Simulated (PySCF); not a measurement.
Below is a simulated gas-phase C 1s photoelectron spectrum of `C(CP[SiH3])OC`.

Every computed line was given a Gaussian of 0.7 eV full width at half maximum and an area set by the number of equivalent atoms; the highest printed point is 100. Computed with PySCF, delta-SCF UKS SCAN, pcX-2 on the ionised atom, pcseg-1 elsewhere, spin-free X2C.

binding energy (eV), intensity and a bar:
```
    289.6          0 
    289.7          0 
    289.8          1 
    289.9          3 #
    290.0          6 ##
    290.1         12 ###
    290.2         20 ######
    290.3         30 #########
    290.4         40 ############
    290.5         47 ##############
    290.6         51 ###############
    290.7         48 ##############
    290.8         41 ############
    290.9         31 #########
    291.0         21 ######
    291.1         13 ####
    291.2          7 ##
    291.3          4 #
    291.4          3 #
    291.5          4 #
    291.6          7 ##
    291.7         14 ####
    291.8         25 ########
    291.9         41 ############
    292.0         61 ##################
    292.1         80 ########################
    292.2         95 ############################
    292.3        100 ##############################
    292.4         95 ############################
    292.5         80 ########################
    292.6         61 ##################
    292.7         42 ############
    292.8         25 ########
    292.9         14 ####
    293.0          7 ##
    293.1          3 #
    293.2          1 
    293.3          0 
    293.4          0
```

Question: Count the maxima, the lines and the sites behind this envelope.

Answer: The curve has 2 maxima (at 290.6 and 292.3 eV). Under it lie 3 lines from 3 inequivalent carbon sites. At this width some lines have no maximum of their own.

Question: Decompose the envelope and assign each component. Numbering: `[CH3:1][O:2][CH2:3][CH2:4][PH:5][SiH3:6]`.

Answer: 
| position (eV) | relative area | line | atoms | environment |
| --- | --- | --- | --- | --- |
| 290.61 | 1 | C 1s | C4 | sp3 carbon bound to phosphorus |
| 292.25 | 1 | C 1s | C3 | sp3 carbon bound to oxygen |
| 292.35 | 1 | C 1s | C1 | methoxy carbon |

Question: What are the centre and the root-mean-square width of the whole band?

Answer: The area-weighted mean of the lines is 291.74 eV. Their own spread about it is 0.80 eV (rms) and each Gaussian has σ = 0.7/2.355 = 0.30 eV; the variances add, which gives 0.85 eV.

The listed C 1s values span 1.74 eV, from C4 (bonded to C, 2 H and P) to C1 (bonded to O and 3 H). The widest gap between neighbouring values is 1.64 eV, between 290.61 and 292.25 eV. Summing the Pauling electronegativity differences to the bonded atoms, each weighted by its formal bond order, gives -1.06 for the lowest site and -0.16 for the highest; the largest sum, +0.19, belongs to C3, 0.10 eV below the top.

No satellites, vibrations or lifetime broadening are included. Isolated species at its PBE0-D3(BJ)/def2-SVP geometry (one conformer only).

Time: 93 s; peak memory 0.67 GiB. Hardware: Arm Neoverse V1, one thread, shared host.

The values belong to the conformer `[CH3:1][O:2][CH2:3][CH2:4][PH:5][SiH3:6]`: C1–O2–C3–C4 -175°, O2–C3–C4–P5 60°, C3–C4–P5–Si6 -73°.
